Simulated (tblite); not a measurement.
hydrogen fluoride (hydrogen fluoride), singlet, geometry from GFN2-xTB; GFN1-xTB with ALPB(water) (tblite).

Here is a job for tblite.
```
$ tblite run mol.xyz --method gfn1 --charge 0 --spin 0 --alpb water --json tblite.json --no-restart

# file mol.xyz
2

F     -0.00000000    -0.00000000    -0.09325170
H      0.00000000     0.00000000     0.83926531
```

Output, abridged:

```
xTB calculator
 | screened Coulomb repulsion
 | Coulomb electrostatics
 |  * isotropic Klopman-Ohno-Mataga-Nishimoto electrostatics
 |  * onsite third-order electrostatics
 | DFT-D3(BJ) dispersion correction
 | Interactions (3)
 | [1] alpb/gbsa reaction field model
 | [2] cds contribution to solvation
 | [3] empirical free energy shift and standard state/solvent correction

halogen bonding energy    0.0000000000000E+00 Eh
repulsion energy          1.7837436154486E-02 Eh
dispersion energy        -4.3334844260139E-05 Eh
interaction energy        5.2284563015821E-03 Eh
number of electrons       8.0000000000000E+00 e
integral cutoff           1.9731147476801E+01 bohr

------------------------------------------------------------
  cycle        total energy    energy error   density error
------------------------------------------------------------
      1     -5.660491810437  -5.6835144E+00   4.7840214E-01
      2     -5.666854834881  -6.3630244E-03   2.4245803E-01
      3     -5.668046554005  -1.1917191E-03   2.6260568E-02
      4     -5.668044343918   2.2100869E-06   9.2829760E-03
      5     -5.668047357673  -3.0137549E-06   8.3870136E-04
      6     -5.668047382435  -2.4762612E-08   8.7134902E-06
------------------------------------------------------------

electronic energy        -5.6910699400470E+00 Eh
total energy             -5.6680473824352E+00 Eh

Post processing:
 | Mayer-Wiberg bond orders

[Info] JSON dump of results written to 'tblite.json'
```
